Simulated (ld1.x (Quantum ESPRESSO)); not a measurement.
**LDA (PZ) PAW dataset for indium (In), scalar-relativistic all-electron reference.**

ld1.x (Quantum ESPRESSO) 7.5 input, shortened:

```
&input
   title='In', zed=49., rel=1, dft='PZ', iswitch=3,
   config='[Kr] 4d10 5s2 5p0 5d-2'
 /
 &inputp
   pseudotype=3, lpaw=.true., tm=.true., lloc=-1, rcloc=1.90,
   nlcc=.false.,
   which_augfun='BESSEL', rmatch_augfun=0.70
 /
6
5S  1  0   2.00   0.00  1.90  2.50  0.0
5S  1  0   0.00   0.35  1.90  2.50  0.0
5P  2  1   0.00   0.00  0.90  1.05  0.0
5P  2  1   0.00   3.65  0.90  1.05  0.0
5D  3  2  -2.00   0.15  1.65  2.05  0.0
5D  3  2  -2.00   2.40  1.65  2.05  0.0
 &test
   configts(1)='5s2 5p0'
 /
```

All-electron outer shells of the reference configuration (LDA (PZ), scalar-relativistic, ld1.x):

```json
{"shell": "4d", "level (eV)": "-26.25", "outermost node (bohr)": "0.40", "outermost maximum (bohr)": "0.94"}
{"shell": "5s", "level (eV)": "-15.31", "outermost node (bohr)": "1.02", "outermost maximum (bohr)": "2.11"}
{"shell": "5p", "level (eV)": "-8.70", "outermost node (bohr)": "1.13", "outermost maximum (bohr)": "2.61"}
```

(1) Does this generation succeed?

Answers

(1) No. ld1.x (Quantum ESPRESSO) 7.5 stopped with "new_paw_hamiltonian: negative rho": the spherical valence density built from the smooth waves and the augmentation charge turned negative at some radius. The 5p radius of 1.05 bohr lies inside the outermost node of the all-electron wave at 1.13 bohr.
